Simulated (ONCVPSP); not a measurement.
# Pseudopotential generation for tungsten: ONCV, PBEsol, fully relativistic.

```json
{
  "Element": "tungsten",
  "Generator": "ONCVPSP 4.0.1",
  "Type": "optimised norm-conserving Vanderbilt (ONCV)",
  "Functional": "PBEsol",
  "Relativity": "fully relativistic",
  "Frozen core": "[Kr] 4d10 4f14",
  "Valence charge": "14",
  "Reference configuration": "5s2 5p6 5d4 6s2",
  "Partial waves": "5s+6s: rc 1.45 bohr, ncon 4, nbas 7, qcut 7 1/bohr, 2 projectors; 5p: rc 1.80 bohr, ncon 4, nbas 8, qcut 7.2 1/bohr, 2 projectors, debl 0.8 Ha; 5d: rc 2.85 bohr, ncon 3, nbas 8, qcut 6.1 1/bohr, 2 projectors, debl 1.6 Ha",
  "Local potential": "polynomial inside 1.05 bohr (lpopt 3, dvloc0 0 Ha)",
  "Core correction": "Teter function fitted to the true core (icmod 2), fcfact 0.4"
}
```

Open shells are filled in proportion to 2j + 1.

In the p channel the program set the typed energies aside and used -1.487, 0.250 Ha (j = l + 1/2; the other j can differ).

All-electron outer shells of the reference configuration (PBEsol, scalar-relativistic, ld1.x):

```tsv
shell	level (eV)	outermost node (bohr)	outermost maximum (bohr)
5s	-79.11	0.53	0.96
5p	-43.22	0.57	1.09
4f	-33.24	–	0.43
6s	-5.75	1.28	2.64
5d	-4.51	0.63	1.49
```

(1) Estimate the cutoffs (Ha) at which the residual kinetic energy of the hardest occupied pseudo-wave falls to 1 and 0.1 mHa per electron.

(2) What does a ghost test show?

(3) Tests: 5s2 5p6 5d4 6s1; 5s2 5p6 5d4 6s0; 5s2 5p6 5d3 6s0; 5s2 5p6 5d4 6s0 6p1. Which has the largest error in its energy relative to the reference configuration, and how large is it?

## Answers

(1) 22 Ha and 48 Ha.

(2) No bound ghost flagged; GHOST(+) flagged for s at 181.7 eV.

(3) 5s2 5p6 5d3 6s0, with +8.4 meV (all-electron minus pseudo) on +50.02 eV.
